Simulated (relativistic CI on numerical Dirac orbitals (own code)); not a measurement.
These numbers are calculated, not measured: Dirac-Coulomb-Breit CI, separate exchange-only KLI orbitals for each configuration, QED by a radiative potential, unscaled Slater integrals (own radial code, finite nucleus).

The strongest absorption lines from the ground level of an ion, among the configurations computed and to levels below about 3080 eV (vacuum wavelength in Å, gf): 4.0316 (0.052), 4.0358 (0.027), 4.4941 (0.12), 4.5045 (0.065), 5.9777 (0.49), 6.0213 (0.26), 105.56 (0.097), 185.95 (0.027).

(1) Which ion is it?
A. Se29+
B. Se31+
C. Ga28+
D. Rb34+

Results:

(1) B. Se31+ has 3 electrons and the ground level 2s 2S_1/2; the strongest line goes to 3p 2P°_3/2. The pattern of lines fixes the number of electrons, and along that sequence the line energies rise steadily with the charge (about as its square where n changes within one kind of shell, about linearly where n is kept but much faster in heavy ions where fine structure, which grows about as Z⁴, sets the gap, and irregularly where shells cross), which fixes Z. Configurations outside the model, such as inner-shell arrays, can give stronger lines. At this charge energies of transitions that change n are usually good to better than 1 %, and those within a shell (Δn = 0) to a few per cent.
